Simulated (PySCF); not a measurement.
BFH4OSi, SMILES OB(F)[SiH3]. The structure is a stationary point at PBE-D3(BJ)/def2-SVP. One conformer was computed; it need not be the lowest.

Computed equilibrium geometry at PBE-D3(BJ)/def2-SVP (PySCF confirms it by a frequency run) as bond lengths and angles, and its point group (one conformer of several):
point group Cs.
Atoms: B1 F2 O3 H4 Si5 H6 H7 H8. Bonds (Å): B1–F2 1.351, B1–O3 1.357, B1–Si5 2.037, O3–H4 0.980, Si5–H6 1.504, Si5–H7 1.508, Si5–H8 1.508. Angles (°): F2–B1–O3 118.9, F2–B1–Si5 120.3, O3–B1–Si5 120.8, B1–O3–H4 111.7, B1–Si5–H6 111.8, B1–Si5–H7 110.2, B1–Si5–H8 110.2, H6–Si5–H7 108.6, H6–Si5–H8 108.6, H7–Si5–H8 107.3.
